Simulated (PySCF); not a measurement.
F3Sc, charge +1, doublet, geometry from GFN2-xTB of the parent state (such geometries of metal compounds can be far from the true shape) (the multiplicity is a formal guess); PySCF with B3LYP/STO-3G.

Here is a job for PySCF.
```python
from pyscf import gto, scf, dft

mol = gto.Mole()
mol.atom = '''
    Sc   -0.00000000   -0.00000000    0.00000000
    F    -1.55788298   -0.96553266    0.06591834
    F    -0.00103869    1.69583093   -0.69839409
    F     1.55892167   -0.73029827    0.63247575
'''
mol.basis = 'sto-3g'
mol.charge = 1
mol.spin = 1
mol.verbose = 4
mol.build()

mf = dft.UKS(mol)
mf.xc = 'b3lyp'
mf.kernel()
```

It wrote (shortened):

```
PySCF version 2.14.0

[INPUT] verbose = 4
[INPUT] num. atoms = 4
[INPUT] num. electrons = 47
[INPUT] charge = 1
[INPUT] spin (= nelec alpha-beta = 2S) = 1
[INPUT] symmetry False subgroup None
[INPUT] Mole.unit = angstrom
[INPUT] Symbol           X                Y                Z      unit          X                Y                Z       unit  Magmom
[INPUT]  1 Sc     0.000000000000   0.000000000000   0.000000000000 AA    0.000000000000   0.000000000000   0.000000000000 Bohr   0.0
[INPUT]  2 F     -1.557882980000  -0.965532660000   0.065918340000 AA   -2.943972166321  -1.824592291723   0.124567609186 Bohr   0.0
[INPUT]  3 F     -0.001038690000   1.695830930000  -0.698394090000 AA   -0.001962839628   3.204656011266  -1.319773557115 Bohr   0.0
[INPUT]  4 F      1.558921670000  -0.730298270000   0.632475750000 AA    2.945935005950  -1.380063719544   1.195205947929 Bohr   0.0

nuclear repulsion = 204.079963617464
number of shells = 17
number of NR pGTOs = 99
number of NR cGTOs = 33
basis = sto-3g
ecp = {}

******** <class 'pyscf.dft.uks.UKS'> ********
method = UKS
initial guess = minao
damping factor = 0
level_shift factor = 0
DIIS = <class 'pyscf.scf.diis.CDIIS'>
diis_start_cycle = 1
diis_space = 8
diis_damp = 0
SCF conv_tol = 1e-09
SCF conv_tol_grad = None
SCF max_cycles = 50
direct_scf = True
direct_scf_tol = 1e-13
number electrons alpha = 24  beta = 23
XC library pyscf.dft.libxc version 7.1.2
    S. Lehtola, C. Steigemann, M. J. T. Oliveira, and M. A. L. Marques,  SoftwareX 7, 1–5 (2018)
XC functionals = b3lyp
    P. J. Stephens, F. J. Devlin, C. F. Chabalowski, and M. J. Frisch,  J. Phys. Chem. 98, 11623 (1994)
radial grids:
    Treutler-Ahlrichs [JCP 102, 346 (1995); DOI:10.1063/1.469408] (M4) radial grids

becke partition: Becke, JCP 88, 2547 (1988); DOI:10.1063/1.454033
pruning grids: <function nwchem_prune>
grids dens level: 3
symmetrized grids: False
atomic radii adjust function: <function treutler_atomic_radii_adjust>
small_rho_cutoff = 0
Set gradient conv threshold to 3.16228e-05
tot grids = 63432
init E= -1047.66604321431

cycle= 1 E= -1048.02414708584  delta_E= -0.358  |g|= 0.299  |ddm|= 2.26
cycle= 2 E= -1047.94939119162  delta_E= 0.0748  |g|= 0.49  |ddm|=  1.1
cycle= 3 E= -1048.10797576804  delta_E= -0.159  |g|= 0.0189  |ddm|=  0.6
cycle= 4 E= -1048.10830004987  delta_E= -0.000324  |g|= 0.00295  |ddm|= 0.0363
cycle= 5 E= -1048.10828600531  delta_E= 1.4e-05  |g|= 0.00559  |ddm|= 0.0116
cycle= 6 E= -1048.10830986904  delta_E= -2.39e-05  |g|= 0.000313  |ddm|= 0.00857
cycle= 7 E= -1048.10830997574  delta_E= -1.07e-07  |g|= 3.21e-05  |ddm|= 0.000722
cycle= 8 E= -1048.10830997401  delta_E= 1.73e-09  |g|= 6.44e-05  |ddm|= 0.000143
cycle= 9 E= -1048.10830997717  delta_E= -3.17e-09  |g|= 1.76e-06  |ddm|= 9.57e-05
cycle= 10 E= -1048.10830997718  delta_E= -3.18e-12  |g|= 1.28e-07  |ddm|= 3.6e-06
Extra cycle  E= -1048.10830997718  delta_E= 2.96e-12  |g|= 1.09e-07  |ddm|= 8.27e-07
converged SCF energy = -1048.10830997718  <S^2> = 0.76753081  2S+1 = 2.0174546
```
